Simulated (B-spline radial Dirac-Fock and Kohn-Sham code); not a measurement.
**Two-hole binding energies of Os⁵⁺**

System: the Os⁵⁺ ion, [Xe] 4f14 5d3.

The run's input, task.json:

```json
{"items": [{
  "Z": 76,
  "q": 5,
  "cfg": [[1, 0, 2], [2, 0, 2], [2, 1, 6], [3, 0, 2], [3, 1, 6], [3, 2, 10], [4, 0, 2], [4, 1, 6], [4, 2, 10], [4, 3, 14], [5, 0, 2], [5, 1, 6], [5, 2, 3]],
  "A": 192,
  "rrms": 5.4126,
  "do": ["binding", "quiet", "double"]
}]}
```

Command: `python xray_run.py task.json out`

Model: Dirac-Fock ΔSCF + Breit + QED. Program: a radial atomic solver. U is the two-hole binding energy less the two single-hole energies, the effective repulsion of the holes after relaxation. Each two-hole energy is an average over J within one jj subconfiguration.

```
          holes  E(a) (eV)  E(b) (eV)  E(ab) (eV)  U (eV)
           1s⁻²    73945.4    73945.4    149345.6  1454.8
   1s⁻¹ 2p3/2⁻¹    73945.4    10950.5     85246.9   351.1
   1s⁻¹ 3d3/2⁻¹    73945.4     2109.9     76162.6   107.4
2p1/2⁻¹ 2p3/2⁻¹    12464.4    10950.5     23669.1   254.3
   2s⁻¹ 3p1/2⁻¹    13052.8     2874.7     16027.2    99.7
2p1/2⁻¹ 3p3/2⁻¹    12464.4     2540.6     15101.3    96.4
   2p3/2⁻¹ 3s⁻¹    10950.5     3135.2     14178.9    93.2
2p3/2⁻¹ 3d5/2⁻¹    10950.5     2038.9           ?       ?
        3p3/2⁻²     2540.6     2540.6      5146.7    65.5
        3d3/2⁻²     2109.9     2109.9      4297.8    78.0
3d3/2⁻¹ 3d5/2⁻¹     2109.9     2038.9      4227.1    78.3
        3d5/2⁻²     2038.9     2038.9      4154.1    76.3
        5p1/2⁻²      129.9      129.9       279.8    20.0
        5p3/2⁻²      116.8      116.8       251.9    18.2
```

Problem. Give the missing two-hole energy and U.

Solution. E(ab) = 13088.3 eV and U = 99.0 eV.

Values without a named source are computed, but for edge energies of neutral atoms, which are taken from tables.
